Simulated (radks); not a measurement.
Task: Species: Zr II. Configuration: [Kr] 4d2 5s1. Calculated with a radial shooting solver on a logarithmic mesh with Libxc functionals: scalar-relativistic Kohn-Sham, PBE, spin-polarised, spherical densities, point nucleus; open shells are filled with parallel spins first (spin-orbit coupling, left out, can overturn this in heavy ions). Some entries of the table are withheld. Estimate them.

orbital  occ.  eigenvalue (eV)  <1/r> (bohr^-1)
1s up       1        -17831.71            41.26
1s down     1        -17831.70            41.26
2s up       1        -2476.439            9.250
2s down     1        -2476.274            9.250
2p up       3        -2209.032            9.013
2p down     3        -2208.909            9.013
3s up       1        -411.3414            3.140
3s down     1        -411.2376            3.140
3p up       3        -324.2329            2.981
3p down     3        -324.1191            2.981
3d up       5        -181.3049            2.740
3d down     5        -181.1384            2.740
4s up       1         -61.5478              (1)
4s down     1         -60.4365              (2)
4p up       3         -39.6061           0.9724
4p down     3         -38.2835           0.9817
4d up       2              (3)           0.6253
5s up       1         -10.5349           0.3812
4d down     0              (4)           0.6378
5p up       0          -6.6731              (5)

Result: 
(1) 4s up <1/r> (bohr^-1): 1.112
(2) 4s down <1/r> (bohr^-1): 1.120
(3) 4d up eigenvalue (eV): -10.6493
(4) 4d down eigenvalue (eV): -8.8423
(5) 5p up <1/r> (bohr^-1): 0.3046
